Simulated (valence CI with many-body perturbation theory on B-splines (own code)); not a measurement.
# Which ion has this spectrum?

A relativistic CI+MBPT calculation for an atom or ion with 6 electrons gives these levels (eV):

```csv
J,Parity,E,g
0,even,0.0,
1,even,892.1,1.47
2,even,909.9,1.14
2,odd,1149.7,1.51
1,odd,1227.5,1.11
2,even,1821.0,1.30
0,even,1875.7,
2,odd,2016.8,1.55
3,odd,2058.8,1.30
0,odd,2111.5,
1,odd,2131.5,1.30
2,odd,2141.4,1.05
1,odd,2145.1,1.31
2,even,2414.5,1.31
```

The energies are calculated, and their last digits are not significant.

(1) Which is it?
A. Er62+
B. Ho61+
C. Yb64+
D. Tm63+

Results:

(1) B. Ho61+, ground level (2s^2 2p1/2^2) J=0.
